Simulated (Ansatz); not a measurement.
Relaxation of AsH5NSi (8 atoms, charge 1, multiplicity 1), to a largest force component of 0.015 eV/Å in at most 40 steps.

Computed with Ansatz, RKS PBE0-D4/def2-SVP.

```xyz
8
Properties=species:S:1:pos:R:3:forces:R:3
N -0.912 0.732 -0.931 -0.04 -0.35 -0.06
As -0.625 0.669 0.880 -0.67 0.13 0.56
Si 0.882 -1.195 0.690 0.04 -0.05 -0.35
H -1.845 0.427 -1.192 -0.16 -0.26 0.07
H -0.782 1.651 -1.341 0.49 0.18 -0.16
H 0.564 1.588 0.862 0.34 0.30 0.02
H 2.324 -1.288 0.400 0.39 0.28 -0.07
H 0.393 -2.583 0.633 -0.39 -0.22 -0.02
```

Q: Where does it end, and by what steps?

A: The forces met the threshold. After 10 steps the energy has fallen by 2.050 eV; H5 moved furthest, 0.93 Å. Joined: N1–Si3 (3.09 → 1.85 Å).

| step | energy less start (eV) | largest force component (eV/Å) | accepted |
| --- | --- | --- | --- |
| 0 | 0.0000 | 0.668 | yes |
| 1 | -0.1766 | 0.634 | yes |
| 2 | -0.4093 | 0.740 | yes |
| 3 | -0.8495 | 0.898 | yes |
| 4 | -1.4861 | 1.079 | yes |
| 5 | -1.9005 | 1.055 | yes |
| 6 | -1.6483 | 2.905 | no |
| 7 | -2.0215 | 0.555 | yes |
| 8 | -2.0435 | 0.139 | yes |
| 9 | -2.0494 | 0.068 | yes |
| 10 | -2.0501 | 0.012 | yes |

```xyz
8
Properties=species:S:1:pos:R:3
N -0.562 0.282 -0.651
As -0.677 0.860 1.310
Si 0.507 -0.880 0.321
H -1.455 -0.053 -1.027
H -0.156 0.957 -1.305
H 0.526 1.774 1.091
H 1.925 -0.717 -0.060
H -0.107 -2.223 0.320
```

Whether the end is a true minimum wasn't checked by a vibrational analysis.

Time of the run: 96 s on 1 thread of Intel(R) Xeon(R) Processor @ 2.50GHz (Skylake/Cascade Lake), with other jobs on the host, peak memory 0.19 GiB.
